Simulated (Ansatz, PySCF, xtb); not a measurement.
Dimer: HCl (SMILES Cl) (first 2 atoms) with H2 (SMILES [H][H]); geometry from B3LYP-D3(BJ)/def2-TZVP, rigid monomers moved along the line of their centres of mass till H2···H4 is 2.65 Å.
(charge 0, multiplicity 1):
```xyz
4

Cl    -0.118    -0.588    -0.721
H     -0.074    -0.402     0.547
H     -0.341     0.077     3.144
H      0.378    -0.120     3.147
```

Counterpoise-corrected where a basis set is named; no monomer relaxation.

Codes used: Ansatz (Gaussian orbitals); PySCF for the dispersion terms; xtb for the GFN methods. Values without a source in brackets are computed.

### Question
Give the interaction energy at the level GFN1-xTB.

### Answer
-10 meV

Ansatz is a quantum-chemistry and plane-wave program.
